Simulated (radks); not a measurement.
Coulomb parameter of the 5d shell of the rhenium ion Re3+ in the model configuration [Xe] 4f14 5d3 6s1, as a second difference U = [E(n + 0.5) + E(n - 0.5) - 2 E(n)] / (0.5)^2 with all orbitals relaxed. "Bare": the charge of the atom changes with n. "Screened": the 6s shell takes up the change at fixed total charge, which measures U(5d,5d) + U(6s,6s) - 2 U(5d,6s). All-electron calculation, scalar-relativistic Kohn-Sham, PBE, spin-unpolarised, spherical densities, finite nucleus; Fermi nuclear charge, rms radius 5.3698 fm. Program: a radial shooting solver on a logarithmic mesh with Libxc functionals.

case                   configuration  E - E(n) (eV)
start              [Xe] 4f14 5d3 6s1          0.000
bare +0.5        [Xe] 4f14 5d3.5 6s1        -16.239
bare -0.5        [Xe] 4f14 5d2.5 6s1         19.370
screened +0.5  [Xe] 4f14 5d3.5 6s0.5         -2.228
screened -0.5  [Xe] 4f14 5d2.5 6s1.5          2.498

U(bare) = 12.522 eV, U(screened by 6s) = 1.080 eV, against the Slater integral F0(5d,5d) = 14.995 eV with frozen orbitals.
